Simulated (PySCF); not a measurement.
**Calcium: highly charged ions in a basis for the neutral atom**

Ca¹¹⁺ [He] 2s2 2p5, Ca¹²⁺ [He] 2s2 2p4. Computed with PySCF 2.14 in 6-31G*, with the non-relativistic Hamiltonian (point nucleus). No spin-orbit coupling, so a gap to NIST mixes the basis error with missing relativistic terms.

Changed run: basis of the neutral atom used for a highly charged ion. This setting is unsound on purpose.

```csv
species,method,sound run (hartree),changed run (hartree),converged
Ca¹¹⁺,UHF,not run,-618.47865,yes
Ca¹¹⁺,B3LYP,not run,-618.77293,yes
Ca¹¹⁺,TPSS,not run,-618.87192,yes
Ca¹²⁺,UHF,not run,-594.12707,yes
Ca¹²⁺,B3LYP,not run,-594.35432,yes
Ca¹²⁺,TPSS,not run,-594.47762,yes
```

Ionisation energy of Ca¹¹⁺:

| method | changed run (eV) | NIST (eV) |
| --- | --- | --- |
| UHF | 662.64 | 658.2 ± 0.9 |
| B3LYP | 664.46 | 658.2 ± 0.9 |
| TPSS | 663.80 | 658.2 ± 0.9 |

The contracted functions were made for the neutral atom and can be too rigid for a highly charged ion.
